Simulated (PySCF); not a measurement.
**Stationary points of TeBr₂**

These are results of PBE0/[Te def2-TZVP with ECP28, Br def2-TZVP], scalar-relativistic core potentials, density fitting, no spin–orbit coupling, PySCF, not measurements.

Relaxations began from a few typed shapes. The search is not exhaustive: other isomers or separated fragments can lie lower, and high-lying points may rest on an excited occupation.

(1) Order these stationary points by electronic energy, lowest first, in kJ/mol from the lowest minimum.
A. singlet D∞h: Te–Br 2.586 Å (×2); Br–Te–Br 180.0°
B. singlet C2v: Te–Br 2.478 Å (×2); Br–Te–Br 100.4°

(2) Which of them are minima?

Results:

(1) B (0.0), A (160.7).

(2) By energy in kJ/mol, 0.0: minimum; 160.7: saddle point, 1 imaginary mode.

Counting electrons, tellurium keeps 4 of its valence electrons outside its bonds, so the VSEPR class is AX2E2 and the expected shape is bent (C2v), as computed.

The electron or spin density has lower symmetry than the nuclear frame for the singlet D∞h at 160.7 kJ/mol.
